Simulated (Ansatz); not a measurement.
Geometry optimisation, UKS PBE/6-31G* in Ansatz 0.2.0.

Input file:

```yaml
crystal:
  periodic: [false, false, false]
  atoms:
    - { symbol: B, position_ang: [0.1512, 0.06309, -0.444889] }
    - { symbol: F, position_ang: [-0.024755, -0.170905, 2.048678] }
    - { symbol: Cl, position_ang: [1.537082, 0.257878, -1.490004] }
    - { symbol: "N", position_ang: [-1.18947, 0.035704, -0.784911] }
    - { symbol: H, position_ang: [-1.907743, -0.080086, -0.071585] }
    - { symbol: H, position_ang: [-1.546399, 0.131662, -1.741273] }
    - { symbol: Cl, position_ang: [-0.354016, -0.237343, 3.638984] }
magnetization:
  spin_polarized: true
  initial_magnetization: 1
basis:
  gaussian: { orbitals: "6-31G*" }
hamiltonian:
  xc: pbe
relax:
  f_tol: 0.03
  max_steps: 50
output:
  orbitals: {}
```

Command:

```bash
$ ansatz run input.yaml --threads 2 --pin off --max-ram 3072MiB --backend cpu --events-out ev --progress --plain --runs-dir out
```

Problem. Where does it end, and by what steps?

Solution. It converged. After 15 steps the energy has fallen by 4.392 eV; F2 moved furthest, 1.19 Å. Parted: F2–Cl7 (1.63 → 2.59 Å). Joined: B1–F2 (2.51 → 1.36 Å).

```csv
step,energy less start (eV),largest force component (eV/Å),accepted
0,0.0000,4.090,yes
1,-0.3122,4.397,yes
2,-1.1182,5.539,yes
3,-2.6030,6.023,yes
4,-3.5318,4.881,yes
5,-4.0675,2.741,yes
6,-4.2564,1.009,yes
7,-4.3078,0.499,yes
8,-4.3278,0.269,yes
9,-4.3477,0.120,yes
10,-4.3663,0.107,yes
11,-4.3774,0.351,yes
12,-4.3880,0.152,yes
13,-4.3889,0.136,yes
14,-4.3917,0.050,yes
15,-4.3918,0.010,yes
```

```xyz
7
Properties=species:S:1:pos:R:3
B 0.202 0.073 -0.149
F 0.692 0.016 1.118
Cl 1.406 0.249 -1.446
N -1.166 -0.003 -0.398
H -1.835 -0.105 0.365
H -1.565 0.036 -1.331
Cl -1.069 -0.267 2.995
```

Whether the end is a true minimum wasn't checked by a vibrational analysis.

The run took 53 s on 2 threads of Arm Neoverse V1, with other jobs on the host, peak memory 0.19 GiB.
